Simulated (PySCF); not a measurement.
Compound: C₄H₆OSi.
Atom-mapped SMILES: `[CH:1]#[C:2]/[CH:3]=[CH:4]\[O:5][SiH3:6]` (hydrogens: H7 on C1; H8 on C3; H9 on C4; H10, H11, H12 on Si6)

Geometry (PBE0-D3(BJ)/def2-SVP, Å), atoms numbered from 1 in this order:
```xyz
12
C4H6OSi angstrom
C      2.9628    0.5361    0.0433
C      2.0790   -0.2828    0.1965
C      1.0717   -1.2620    0.3878
C     -0.2406   -1.0604    0.1655
O     -0.7362    0.1051   -0.2693
Si    -2.3551    0.4695   -0.5467
H      3.7388    1.2653   -0.0955
H      1.3728   -2.2521    0.7412
H     -0.9562   -1.8751    0.3414
H     -3.1357    0.3033    0.7153
H     -2.3753    1.8796   -1.0069
H     -2.9099   -0.4446   -1.5888
```

The calculation used core-valence-separated Tamm–Dancoff BHandHLYP/aug-pcX-1 (pcseg-1 on H, def2-SVPD on Si) in PySCF, non-relativistic, gas phase, PBE0-D3(BJ)/def2-SVP geometry. No empirical shift is added; at this level the pattern usually sits a few eV under experiment.

Q: What does the C 1s absorption edge look like?

A: 
```
E (eV)       f  core hole on  main final orbital                        polarisation
283.14  0.0524            C1         LUMO (73 %)              across the triple bond
283.29  0.0424            C3         LUMO (82 %)  normal to the local trigonal plane
283.54  0.0413            C2         LUMO (73 %)              across the triple bond
283.62  0.0722            C1              spread              across the triple bond
283.71  0.0435            C2       LUMO+7 (33 %)              across the triple bond
284.16  0.0699            C4         LUMO (79 %)  normal to the local trigonal plane
285.78  0.0100            C1       LUMO+3 (57 %)               along the triple bond
285.88  0.0129            C3       LUMO+1 (43 %)         in the local trigonal plane
286.57  0.0020       C1 + C2       LUMO+1 (42 %)                                   –
286.63  0.0020       C1 + C2       LUMO+1 (37 %)                                   –
286.74  0.0241            C2              spread              across the triple bond
287.01  0.0029            C1              spread                               mixed
287.07  0.0021            C2       LUMO+3 (47 %)              across the triple bond
287.11  0.0007            C3       LUMO+1 (33 %)                                   –
287.21  0.0030            C3              spread         in the local trigonal plane
287.23  0.0058            C1       LUMO+6 (55 %)              across the triple bond
287.28  0.0026            C1              spread              across the triple bond
287.30  0.0247            C4       LUMO+1 (77 %)         in the local trigonal plane
287.32  0.0015            C2       LUMO+2 (45 %)               along the triple bond
```

The first line with a tenth or more of the strongest one's intensity is at 283.14 eV (f = 0.052), with the hole on C1 (terminal alkyne carbon), polarised across the triple bond: a 1s→π* resonance. The strongest listed is at 283.62 eV (f = 0.072; C1).

Q: Give energies, oscillator strengths and core holes at the O K edge.

A: 
```csv
E (eV),f,core hole on,main final orbital
532.72,0.0140,O5,LUMO (87 %)
533.08,0.0109,O5,LUMO+1 (55 %)
534.82,0.0079,O5,"LUMO+2/LUMO+4 (2 roots, f summed)"
535.02,0.0106,O5,LUMO+6 (38 %)
535.55,0.0014,O5,LUMO+4 (46 %)
535.84,0.0068,O5,LUMO+3 (49 %)
```

The first line with a tenth or more of the strongest one's intensity is at 532.72 eV (f = 0.014), with the hole on O5 (silyl ether oxygen). It is also the strongest listed.

Roots within 0.03 eV whose holes lie on the same, on equivalent or on shared atoms are summed into one line, and the highest roots are left out, as the search may have cut off their partners. Final orbitals are the ground state's empty Kohn–Sham orbitals. A dash: too weak, shared between unlike atoms, or no plane or axis to refer to.

Q: What are the wavelength and the wavenumber of the 283.62 eV line?

A: λ = 12398.42 eV Å/283.62 eV = 43.715 Å; 2.2875 × 10⁶ cm⁻¹.

The ionisation thresholds weren't computed; near and above them a finite basis only mimics Rydberg series and continuum.

Hardware: one thread of an Arm Neoverse N1, no GPU (shared host). Cost: 27 s of wall time, 0.90 GiB resident at most.

One conformer stands for the species.
